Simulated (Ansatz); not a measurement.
C₂H₇Cl₂NSi₂, SMILES `C=C[SiH](Cl)N[SiH2]Cl`, relaxed with RKS PBE0-D4/def2-TZVP in Ansatz 0.2.0 from a GFN2-xTB geometry. The force threshold is 0.005 eV/Å; the program also tests the step.

Total charge 0; spin multiplicity 1.

Start:

```xyz
14

C    -1.944    0.091    1.262
C    -1.308    0.860    0.393
Si   -0.542    0.246   -1.211
Cl   -0.709    1.673   -2.635
N     1.167    0.019   -0.984
Si    2.014   -0.670    0.357
Cl    0.916   -2.196    1.046
H    -2.084   -0.964    1.091
H    -2.353    0.476    2.184
H    -1.202    1.915    0.623
H    -1.155   -0.983   -1.710
H     1.753    0.394   -1.712
H     3.292   -1.154   -0.152
H     2.155    0.293    1.448
```

(1) By how much does the energy fall, and how many steps does the optimiser take? (Estimate.)

(2) Which bonds change most? (Best estimate.)

(3) Give the relaxed structure. (Estimate.)

Results:

(1) Computed: 4.51 kcal/mol, in 20 steps, 2 of them rejected.

(2) The calculation gave: Si6–Cl7 from 2.002 to 2.063 Å; Si3–Cl4 from 2.023 to 2.061 Å; C2–Si3 from 1.881 to 1.844 Å; Si6–H13 from 1.458 to 1.479 Å.

(3) Computed: 
```xyz
14

C    -2.055    0.135    1.155
C    -1.125    0.829    0.504
Si   -0.536    0.298   -1.161
Cl   -0.683    1.844   -2.517
N     1.116   -0.174   -1.061
Si    2.019   -0.550    0.344
Cl    1.544   -2.396    1.133
H    -2.500   -0.761    0.730
H    -2.413    0.425    2.139
H    -0.712    1.722    0.967
H    -1.403   -0.783   -1.686
H     1.558   -0.424   -1.936
H     3.451   -0.599   -0.021
H     1.739    0.433    1.409
```
